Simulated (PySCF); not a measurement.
Species: C6H9NO.
Structure used (GFN2-xTB), in Å, numbered top down from 1:
```
atom  x, y, z in Å
C1     2.367   -0.096    0.903
C2     1.261   -0.915    0.277
O3     1.342   -2.114    0.093
N4     0.143   -0.232   -0.079
C5    -0.151    1.118    0.043
C6    -1.360    1.409   -0.424
C7    -2.037    0.174   -0.944
C8    -0.991   -0.923   -0.691
H9     2.019    0.378    1.818
H10    3.194   -0.761    1.138
H11    2.711    0.671    0.212
H12    0.568    1.789    0.475
H13   -1.821    2.377   -0.444
H14   -2.278    0.272   -2.004
H15   -2.970   -0.021   -0.412
H16   -1.346   -1.700   -0.010
H17   -0.658   -1.414   -1.610
```

The calculation used wB97X-D/def2-SVPD in PySCF (dipole) on a GFN2-xTB geometry, gas phase.

Take the most abundant isotopes and a rigid rotor. The values belong to one conformer with, in the numbering `[CH3:1][C:2](=[O:3])[N:4]1[CH:5]=[CH:6][CH2:7][CH2:8]1`, C1–C2–N4–C5 0°.

Task: What are A, B and C (GHz)?

Result: Ia = 113.42, Ib = 312.54, Ic = 416.53 u·Å²; 505379 MHz·u·Å²/I gives 4456, 1617 and 1213 MHz, that is A = 4.4560, B = 1.6170, C = 1.2133 GHz.

Task: Classify the top.

Result: An asymmetric top. Ray's parameter κ = (2B − A − C)/(A − C) = -0.751; −1 is the prolate and +1 the oblate limit.

Task: Is it planar, by Δ = Ic − Ia − Ib?

Result: Not planar: Δ = Ic − Ia − Ib = -9.43 u·Å². For a rigid frame Δ = −2 Σ m c², so Σ m c² = 4.72 u·Å² lies off the ab plane, practically all of it from hydrogen. The atom farthest from that plane is 0.89 Å away.

Task: Where do the levels up to J = 5 lie, in cm⁻¹?

Result: Above 0(0,0):
J = 1: 1(0,1) 0.0944, 1(1,1) 0.1891, 1(1,0) 0.2026
J = 2: 2(0,2) 0.2819, 2(1,2) 0.3645, 2(1,1) 0.4049, 2(2,1) 0.6890, 2(2,0) 0.6903
J = 3: 3(0,3) 0.5599, 3(1,3) 0.6267, 3(1,2) 0.7074, 3(2,2) 0.9722, 3(2,1) 0.9788, 3(3,1) 1.4801, 3(3,0) 1.4802
J = 4: 4(0,4) 0.9248, 4(1,4) 0.9750, 4(1,3) 1.1090, 4(2,3) 1.3488, 4(2,2) 1.3680, 4(3,2) 1.8602, 4(3,1) 1.8608, 4(4,1) 2.5680, 4(4,0) 2.5680
J = 5: 5(0,5) 1.3734, 5(1,5) 1.4083, 5(1,4) 1.6080, 5(2,4) 1.8178, 5(2,3) 1.8605, 5(3,3) 2.3360, 5(3,2) 2.3383, 5(4,2) 3.0430, 5(4,1) 3.0431, 5(5,1) 3.9532, 5(5,0) 3.9532
The levels of one J sum to (2J + 1)J(J + 1)(A + B + C)/3.

Task: Which lines would a microwave search look for?

Result: The dipole components are |μa| = 2.41 D, |μb| = 2.56 D, |μc| = 0.00 D; the mirror of this Cs structure is the ab plane, so μc vanishes by symmetry and there are no c-type lines. The squared components, which scale the intensities, stand as 0.89 : 1.00 (a : b). Some lines, for components of 0.1 D or more:

```json
{"type": "b", "branch": "R", "J(Ka,Kc)": "3(1,2) ← 2(2,1)", "MHz": "553", "lower level (cm⁻¹)": "0.689"}
{"type": "a", "branch": "Q", "J(Ka,Kc)": "2(1,1) ← 2(1,2)", "MHz": "1211", "lower level (cm⁻¹)": "0.364"}
{"type": "a", "branch": "Q", "J(Ka,Kc)": "3(1,2) ← 3(1,3)", "MHz": "2420", "lower level (cm⁻¹)": "0.627"}
{"type": "b", "branch": "R", "J(Ka,Kc)": "2(0,2) ← 1(1,1)", "MHz": "2782", "lower level (cm⁻¹)": "0.189"}
{"type": "a", "branch": "R", "J(Ka,Kc)": "1(0,1) ← 0(0,0)", "MHz": "2830", "lower level (cm⁻¹)": "0.000"}
{"type": "b", "branch": "R", "J(Ka,Kc)": "4(1,3) ← 3(2,2)", "MHz": "4103", "lower level (cm⁻¹)": "0.972"}
{"type": "a", "branch": "R", "J(Ka,Kc)": "2(1,2) ← 1(1,1)", "MHz": "5257", "lower level (cm⁻¹)": "0.189"}
{"type": "b", "branch": "R", "J(Ka,Kc)": "1(1,1) ← 0(0,0)", "MHz": "5669", "lower level (cm⁻¹)": "0.000"}
{"type": "a", "branch": "R", "J(Ka,Kc)": "3(2,2) ← 2(2,1)", "MHz": "8491", "lower level (cm⁻¹)": "0.689"}
{"type": "b", "branch": "Q", "J(Ka,Kc)": "2(2,0) ← 2(1,1)", "MHz": "8557", "lower level (cm⁻¹)": "0.405"}
{"type": "b", "branch": "R", "J(Ka,Kc)": "4(0,4) ← 3(1,3)", "MHz": "8939", "lower level (cm⁻¹)": "0.627"}
{"type": "b", "branch": "Q", "J(Ka,Kc)": "2(2,1) ← 2(1,2)", "MHz": "9728", "lower level (cm⁻¹)": "0.364"}
{"type": "a", "branch": "R", "J(Ka,Kc)": "4(1,3) ← 3(1,2)", "MHz": "12040", "lower level (cm⁻¹)": "0.707"}
{"type": "b", "branch": "R", "J(Ka,Kc)": "4(1,4) ← 3(0,3)", "MHz": "12444", "lower level (cm⁻¹)": "0.560"}
{"type": "b", "branch": "Q", "J(Ka,Kc)": "4(3,2) ← 4(2,3)", "MHz": "15333", "lower level (cm⁻¹)": "1.349"}
{"type": "b", "branch": "Q", "J(Ka,Kc)": "4(4,1) ← 4(3,2)", "MHz": "21220", "lower level (cm⁻¹)": "1.860"}
{"type": "b", "branch": "R", "J(Ka,Kc)": "3(3,0) ← 2(2,1)", "MHz": "23722", "lower level (cm⁻¹)": "0.689"}
{"type": "b", "branch": "R", "J(Ka,Kc)": "4(3,2) ← 3(2,1)", "MHz": "26425", "lower level (cm⁻¹)": "0.979"}
{"type": "b", "branch": "R", "J(Ka,Kc)": "4(3,1) ← 3(2,2)", "MHz": "26640", "lower level (cm⁻¹)": "0.972"}
{"type": "b", "branch": "R", "J(Ka,Kc)": "4(4,0) ← 3(3,1)", "MHz": "32615", "lower level (cm⁻¹)": "1.480"}
```

No GFN2-xTB frequencies stand behind this structure, so it isn't proved a minimum. These are rigid-rotor constants of the computed structure; measured ground-state constants (B0) also hold zero-point vibration. A rigid rotor knows nothing of internal rotation, which can split or shift real lines. Quadrupole hyperfine structure (14N) is left out.
